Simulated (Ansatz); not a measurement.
Reactions of `O[SiH](F)[SiH](O)Cl`.

Gas-phase electronic energies from Ansatz, PBE0-D4/def2-TZVP geometries. CBS: MP2 limit from def2 TZ/QZ plus the TZ coupled-cluster correction, frozen cores. This one scheme is used for every species. Functionals use def2-TZVPP. Each species was taken in one conformer, which may not be the lowest.

```json
{"reaction": "`O[Si@H](Cl)[Si@@H](O)F` + `O[SiH](O)O` → `O[SiH](O)O[SiH](O)Cl` + `O[SiH2]F`", "HF/CBS(def2) (eV)": "-1.91", "r2SCAN-D4 (eV)": "-1.55", "CCSD(T)/CBS(def2) (eV)": "-1.62"}
{"reaction": "`O[Si@H](Cl)[Si@@H](O)F` + CH₃OH → `CO[SiH](O)Cl` + `O[SiH2]F`", "HF/CBS(def2) (eV)": "-1.71", "r2SCAN-D4 (eV)": "-1.38", "CCSD(T)/CBS(def2) (eV)": "-1.44"}
{"reaction": "`O[Si@H](Cl)[Si@@H](O)F` + `C=O` → `O=C[SiH](O)Cl` + `O[SiH2]F`", "HF/CBS(def2) (eV)": "-0.15", "r2SCAN-D4 (eV)": "-0.04", "CCSD(T)/CBS(def2) (eV)": "-0.07"}
{"reaction": "`O[Si@H](Cl)[Si@@H](O)F` + `O[SiH](O)O` → `O[SiH](Cl)[Si](O)(O)O` + `O[SiH2]F`", "HF/CBS(def2) (eV)": "-0.05", "r2SCAN-D4 (eV)": "-0.02", "CCSD(T)/CBS(def2) (eV)": "-0.04"}
{"reaction": "`O[Si@H](Cl)[Si@@H](O)F` + `F[SiH2]Cl` → `O[Si@H](Cl)[Si@H](F)Cl` + `O[SiH2]F`", "HF/CBS(def2) (eV)": "-0.05", "r2SCAN-D4 (eV)": "-0.02", "CCSD(T)/CBS(def2) (eV)": "-0.03"}
```

Largest T1 diagnostic: 0.015, for `C=O`.
